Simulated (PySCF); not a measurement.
Species: C4H7FO2Si.
Numbering: `[CH3:1][C:2]1=[C:3]([O:4][SiH2:5][OH:6])[C@H:7]1[F:8]`

NICS is the negative of the GIAO shielding at a point without a nucleus: at the ring centre (0) and 1 Å above and below it (1); zz is the component along the ring normal. Level: GIAO PBE0/pcSseg-1 (PySCF, non-relativistic, gas phase) on the GFN2-xTB geometry, one conformer.

Ring bond lengths (Å), with Mayer bond orders in brackets: C2–C3 1.310 (1.58), C3–C7 1.476 (1.04), C7–C2 1.488 (0.87).

Q: Give the NICS values of each ring in ppm.

A: 
| ring | type | NICS(0) | NICS(1), two faces | NICS(1)zz, two faces | rms pucker (Å) | centre to ring atoms, mean (Å) |
| --- | --- | --- | --- | --- | --- | --- |
| C2–C3–C7 | 3-membered carbocycle; formal bonds 1 double, 2 single | -32.2 | -6.7 / -10.7 | -8.7 / -18.7 | 0.00 | 0.82 |

Q: What do they say, and how far can they be read as aromaticity?

A: 
- C2–C3–C7: mean NICS(1)zz -13.7 ppm, shielded. C7 has four or more neighbours; no verdict on aromaticity is drawn. The two faces differ by 10.0 ppm, so no symmetry operation interchanges them. NICS(0) lies 24 ppm below the mean NICS(1).

Q: At the first NICS(1) probe listed for ring C2–C3–C7, 1 Å off the ring, what do the in-plane components average?

A: The isotropic value is a third of the trace: (3 × -6.7 − (-8.7))/2 = -5.7 ppm.

On an Arm Neoverse V1 with one thread, no GPU, shared host with 32 logical CPUs at a one-minute load of 19, this took 40 s of wall time (with the writing of density and orbital grids) and 0.81 GiB of memory at its peak. This is the whole shielding run at PBE0/pcSseg-1, SCF included.

The values belong to the conformer `[CH3:1][C:2]1=[C:3]([O:4][SiH2:5][OH:6])[C@H:7]1[F:8]`: C2–C3–O4–Si5 165°, C3–O4–Si5–O6 -16°, H–O6–Si5–O4 -23°.
